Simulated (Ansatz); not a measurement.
C$_{2}$H$_{4}$GaNS. Charge 0, multiplicity 1. The bonds changed during the relaxation, so this is another structure than the one it started from.

| atom | x (Å) | y (Å) | z (Å) |
| --- | --- | --- | --- |
| S1 | 0.077 | 0.756 | 2.301 |
| Ga2 | -1.795 | -0.068 | 1.213 |
| C3 | -0.187 | -0.379 | -1.382 |
| C4 | 1.089 | -0.097 | -0.744 |
| N5 | 1.226 | -0.286 | -1.964 |
| H6 | -0.601 | 0.895 | 3.455 |
| H7 | -0.620 | -1.376 | -1.354 |
| H8 | -0.863 | 0.425 | -1.661 |
| H9 | 1.675 | 0.131 | 0.136 |

What are the harmonic wavenumbers in cm⁻¹ at PBE0-D4/def2-TZVP (Ansatz, finite differences of forces, unscaled)? (Best estimate.)

Computed: 4i, 63, 79, 95, 129, 151, 328, 501, 754, 818, 992, 1002, 1048, 1123, 1253, 1500, 1792, 2700, 3100, 3190, 3230.
